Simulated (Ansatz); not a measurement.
Two structures of Si₅H₁₀OF₄, singlet, reached by relaxing down either side of one saddle point (PBE0-D4/def2-TZVP). Energies are electronic, without zero-point energy. Program: Ansatz 0.2.0. Basis: def2-TZVPP and def2-QZVPP. Cores are frozen in the correlated methods. Extrapolation: Hartree–Fock as exp(−7.88 √X), correlation as X^−2.97. First:

Si1  (-2.177, 1.933, -1.655)
F2  (-1.716, 3.244, -0.934)
F3  (-0.978, 1.213, -2.357)
F4  (-2.943, 0.966, -0.697)
F5  (-3.181, 2.362, -2.780)
H6  (0.127, 2.019, 0.684)
O7  (-0.361, 1.233, 0.432)
Si8  (0.455, -0.229, 0.514)
Si9  (-1.082, -1.917, 0.002)
Si10  (1.312, -0.596, 2.669)
Si11  (2.244, -0.305, -1.006)
H12  (-0.352, -3.210, 0.115)
H13  (-2.220, -1.920, 0.958)
H14  (-1.599, -1.781, -1.385)
H15  (2.224, 0.516, 3.060)
H16  (0.223, -0.685, 3.680)
H17  (2.085, -1.867, 2.675)
H18  (3.136, 0.871, -0.801)
H19  (1.772, -0.302, -2.416)
H20  (3.032, -1.544, -0.760)
(Å)

Second:

| atom | x (Å) | y (Å) | z (Å) |
| --- | --- | --- | --- |
| Si1 | -1.5648 | 1.4597 | -1.5950 |
| F2 | -0.6798 | 2.6384 | 1.8784 |
| F3 | -0.6261 | 1.5490 | -2.8489 |
| F4 | -2.6768 | 0.3962 | -1.9019 |
| F5 | -2.2403 | 2.8514 | -1.3630 |
| H6 | -0.7909 | 2.2041 | 1.0589 |
| O7 | -0.7337 | 1.0604 | -0.2808 |
| Si8 | 0.2393 | -0.2705 | 0.1794 |
| Si9 | -1.0342 | -2.2335 | 0.0084 |
| Si10 | 0.9773 | 0.0079 | 2.3857 |
| Si11 | 2.0797 | -0.3937 | -1.2699 |
| H12 | -0.1807 | -3.3523 | 0.4904 |
| H13 | -2.2551 | -2.1414 | 0.8511 |
| H14 | -1.4250 | -2.4886 | -1.4031 |
| H15 | 1.8610 | 1.1898 | 2.5287 |
| H16 | -0.1549 | 0.0583 | 3.3419 |
| H17 | 1.7719 | -1.2285 | 2.6352 |
| H18 | 2.8386 | 0.8844 | -1.2584 |
| H19 | 1.6421 | -0.6971 | -2.6578 |
| H20 | 2.9527 | -1.4938 | -0.7794 |

**Question.** Which bonds change from the first to the second?

**Answer.** Si₄H₁₀O ([OH][Si]([SiH3])([SiH3])[SiH3]) + SiF₄ ([F][Si]([F])([F])[F]) → Si₅H₉OF₃ ([F][Si]([F])([F])[O][Si]([SiH3])([SiH3])[SiH3]) + HF; bonds formed: Si1–O7, F2–H6; bonds broken: Si1–F2, H6–O7.

**Question.** Give the saddle point's structure and its height above each. (To be estimated.)

**Answer.** Computed: 24.92 kcal/mol above the first and 22.78 kcal/mol above the second (CCSD(T) at an estimated basis limit (MP2 extrapolated from triple and quadruple zeta, plus CCSD(T) − MP2 in triple zeta)).
```
20
angstrom
Si -1.5569 1.7527 -1.1602
F -1.1203 3.1540 0.0301
F -0.9466 2.6119 -2.3319
F -1.6855 0.3409 -1.9256
F -3.0753 1.9792 -0.8069
H -0.5211 2.2123 0.4362
O -0.4917 1.1180 0.0371
Si 0.3462 -0.3673 0.2883
Si -1.1630 -2.1359 -0.0165
Si 1.1053 -0.2878 2.5018
Si 2.1350 -0.4658 -1.2207
H -0.6852 -3.2611 0.8343
H -2.5071 -1.7066 0.4484
H -1.2103 -2.5787 -1.4306
H 1.9154 0.9393 2.7265
H -0.0375 -0.3019 3.4525
H 1.9530 -1.4888 2.7238
H 3.0792 0.6595 -0.9879
H 1.6289 -0.4182 -2.6161
H 2.8376 -1.7557 -0.9825
```

The T1 diagnostic stays at or below 0.013.

The step is the kind of ligand exchange by which a precursor binds to a hydroxyl group, or is hydrolysed, in atomic layer deposition of oxides. Here a small cluster stands in for the surface site.

Labels in which every atom is bracketed show which atoms are joined, not bond orders.

For scale, one of the runs: CCSD(T)/def2-TZVPP, 505 basis functions, launched by `ansatz run in.yaml --threads 4 --pin off --events-out ev --progress --plain --max-ram 66560MiB --backend cuda --devices 0, --max-vram 37GiB`. Time: 98 s of wall clock on 4 CPU threads of an AMD EPYC 7R13 and a share of one NVIDIA H100; the host was shared. Peak host memory: 2.3 GiB.
